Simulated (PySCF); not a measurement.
C2H8B2O4, SMILES OB(O)CCB(O)O (GFN2-xTB optimised geometry):

```
16

O      2.603    -0.468     0.131
B      1.923     0.695     0.090
O      2.656     1.848     0.071
C      0.324     0.698     0.072
C     -0.321    -0.694     0.000
B     -1.919    -0.694     0.000
O     -2.604     0.468     0.000
O     -2.649    -1.849    -0.003
H      3.555    -0.355     0.143
H      2.156     2.661     0.042
H     -0.051     1.204     0.965
H     -0.041     1.291    -0.771
H      0.053    -1.289     0.837
H      0.047    -1.196    -0.898
H     -3.555     0.353    -0.002
H     -2.146    -2.661    -0.002
```

Level of theory: B3LYP/def2-TZVP in PySCF.

Q: What are the frontier orbital energies and the dipole moment?

A: HOMO-2 -8.88 eV, HOMO-1 -8.79 eV, HOMO -7.79 eV, LUMO 0.35 eV, LUMO+1 0.59 eV; dipole moment 0.03 D.

Meta-Löwdin charges at B3LYP/def2-TZVP: O1 -0.52, B2 0.46, O3 -0.54, C4 -0.33, C5 -0.33, B6 0.46, O7 -0.52, O8 -0.54, H9 0.35, H10 0.35, H11 0.11, H12 0.11, H13 0.11, H14 0.11, H15 0.35, H16 0.35.
